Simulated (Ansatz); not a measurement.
Al2F2H4S2 (`[F][Al@H-]1[SH+][Al@@H-]([F])[SH+]1`) at its PBE0-D4/def2-TZVP geometry, where that method's forces vanish. Charge 0, multiplicity 1.

```xyz
10

F    -0.7001    2.1365   -1.3192
Al   -1.1399    0.5753   -0.9783
S    -1.0481    0.3844    1.3722
Al    0.7380   -1.0913    0.9229
F     2.0958   -0.3446    1.5112
S     0.7740   -0.7362   -1.4099
H    -2.4297   -0.1190   -1.5431
H    -0.2225    1.4432    1.4849
H     0.3341   -2.5716    1.2547
H     1.5984    0.3234   -1.2953
```

Q: What forces (eV/Å) does ωB97M-V/def2-TZVPP give on these atoms in Ansatz? (Estimate.)

A: Computed: 
```
F1   0.034  0.081 -0.011
Al2 -0.209 -0.137 -0.081
S3   0.032  0.087  0.045
Al4 -0.089 -0.244  0.041
F5   0.069  0.051  0.025
S6   0.080  0.056 -0.031
H7   0.141  0.072  0.063
H8  -0.044 -0.066 -0.014
H9   0.041  0.161 -0.038
H10 -0.054 -0.060  0.001
```
